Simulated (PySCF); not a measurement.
**Ionising CuO**

TPSS; basis Cu def2-TZVPPD, O def2-TZVPPD; no relativity; PySCF 2.14. Neutral (UKS): doublet (π ↑), Re = 1.721 Å, ωe = 657 cm⁻¹, De = 3.11 eV, HOMO -5.43 eV, LUMO -4.56 eV.

CuO⁺ (UKS): triplet (π ↑↑), Re = 1.763 Å, ωe = 584 cm⁻¹, De = 1.86 eV to Cu⁺ (3d10) + O. The energies at the minima are -1715.73855 hartree for CuO and -1715.40033 for CuO⁺.

Task: Work out the adiabatic ionisation energy, without and with harmonic zero-point energies (1 hartree = 27.2114 eV, 1 eV = 8065.5 cm⁻¹), and the change of the bond length.

Result: At TPSS: 0.33822 hartree = 9.203 eV between the minima; the zero-point term (584.0 − 657.0)/2 cm⁻¹ = -0.005 eV makes it 9.199 eV. Re changes by +4.2 pm against the neutral. The electron leaves a π orbital; in so polar a molecule the change of length follows mostly from the change of the ionic charges.

For an ion De counts to the pair picked by the measured ionisation energies or electron affinities, which need not be the lowest pair at this level. The state is the lowest single determinant that the PBE0 search found; with open d or f shells the true ground state can be another one.
